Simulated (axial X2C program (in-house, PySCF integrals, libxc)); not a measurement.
## Correcting the dissociation energy of NaBr for spin–orbit coupling

A spin-free CCSD(T) curve (one-electron X2C) was computed with an axial X2C code built on PySCF integrals, basis Br dyall-cv3z [8s9p6d4f1g], Na dyall-cv3z [9s8p5d2f] (cores contracted in-house), for the state M_S = 0, Λ = 0 (closed shell). It gives D0 = 3.676 eV to Br + Na, which in a spin-free picture are the weighted means of the ground terms.

Correlated methods: 8 electrons correlated (number of frozen shells: Br 3 s, 2 p, 1 d; Na 2 s, 1 p), 234 virtual spin orbitals or spinors in MP2, 72 natural virtuals in coupled cluster.

Measured levels of the ground terms (NIST Handbook of Basic Atomic Spectroscopic Data), in cm⁻¹: Br 2P: J = 3/2 at 0, J = 1/2 at 3685.2; Na 2S: J = 1/2 at 0.

The molecular state has Λ = 0, so it has no first-order lowering.

(1) How far does each ground level lie under the (2J+1)-weighted mean of its term?

(2) Correct D0.

Second-order spin–orbit effects in the molecule, which grow quickly with Z, are left out. The state is a single determinant with fixed occupations, the lowest that a limited PBE0 search found. Dissociation energies refer to the lowest single-determinant-based atoms at the same level and basis. CCSD and (T) use frozen natural virtuals with an MP2 correction for the truncation; (T) itself is uncorrected, so its De runs slightly low. With the outer-core shells frozen, correlated bond lengths of heavy atoms tend to come out a few hundredths of an ångström too long.

## Answers

(1) Br: (4 × 0 + 2 × 3685.2)/6 = 1228 cm⁻¹; Na: a single level, 0.

(2) D0 = 3.676 + (0 − 1228)/8065.5 = 3.524 eV at CCSD(T) with these spin–orbit terms. The direct two-component run, taken to the lowest atomic determinants of a wider search where it found them, gives 3.533 eV; the difference holds second-order terms in the molecule, scalar two-electron terms, the gap between measured and computed atomic splittings (a 2c atom can miss part of its lowering) and, in coupled cluster, the truncation of each run.
